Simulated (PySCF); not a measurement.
Removing an electron from ZrBr2Cl2

Compound: ZrBr2Cl2 (singlet state).
Z-matrix (Å and degrees, PBE0-D3(BJ)/def2-SVP geometry), rows numbered from 1:
```
Zr
Br  1  2.4694
Br  1  2.4658  2  111.23
Cl  1  2.3218  2  109.76  3  -121.09
Cl  1  2.3137  2  108.35  3   117.95
```

Level: wB97X-D/def2-SVPD (PySCF). Frontier orbitals with their largest atomic shares (Löwdin; up to four atoms above 4 %):

| orbital | ε (eV) | main atoms |
| --- | --- | --- |
| HOMO−3 | -11.69 | Br2 38 %, Br3 38 %, Zr1 14 %, Cl4 5 % |
| HOMO−2 | -11.20 | Br2 36 %, Br3 35 %, Cl5 12 %, Cl4 11 % |
| HOMO−1 | -11.07 | Br3 36 %, Br2 36 %, Cl5 12 %, Cl4 12 % |
| HOMO | -10.91 | ? |
| LUMO | -1.25 | Zr1 71 %, Br3 9 %, Br2 9 %, Cl5 6 % |
| LUMO+1 | -1.21 | Zr1 71 %, Cl5 8 %, Br3 7 %, Br2 7 % |
| LUMO+2 | -0.57 | Zr1 63 %, Br2 11 %, Br3 11 %, Cl4 8 % |

Problem. What vertical ionisation energy does ΔSCF give, and how far is −ε(HOMO) from it?

Solution. ΔSCF: 11.16 eV (1077 kJ/mol; threshold wavelength 111 nm); ⟨S²⟩ of the doublet left behind is 0.774, against 0.75 for a pure doublet. −ε(HOMO) is 10.91 eV, 0.25 eV below it. For the exact functional −ε(HOMO) would equal the first vertical ionisation energy; wB97X-D (range-separated hybrid) comes within 0.25 eV of that here.

Problem. On which atoms does the HOMO lie?

Solution. Br2 (bromine bonded to Zr) 45 %, Br3 (bromine bonded to Zr) 45 %, Cl5 (chlorine bonded to Zr) 4 %. The HOMO−1 lies 0.16 eV lower.

Problem. And the vertical electron affinity, the fundamental gap, Mulliken's electronegativity and the hardness (with the factor ½)?

Solution. EA = 1.37 eV by ΔSCF (−ε(LUMO) = 1.25 eV). IE − EA = 9.79 eV against an orbital gap of 9.66 eV; (IE + EA)/2 = 6.27 eV; (IE − EA)/2 = 4.89 eV.

Problem. What kinetic energy would electrons from this vertical process carry with He I light (21.218 eV)?

Solution. 21.22 − 11.16 = 10.06 eV.

Problem. With α = 111.4 au, estimate the like-pair dispersion coefficient by London's formula C6 = (3/4)α²I.

Solution. I = 0.4102 Eh, so C6 ≈ 3820 au, a rough estimate.

Geometry: PBE0-D3(BJ)/def2-SVP; no solvent, vibrations or thermal averaging. Atoms past krypton carry effective core potentials; spin–orbit coupling is left out. The calculation is non-relativistic apart from the core potentials, for bromine too.

The pairwise dispersion term of wB97X-D wasn't added to the energies; at a given geometry it leaves orbitals and properties as they are.
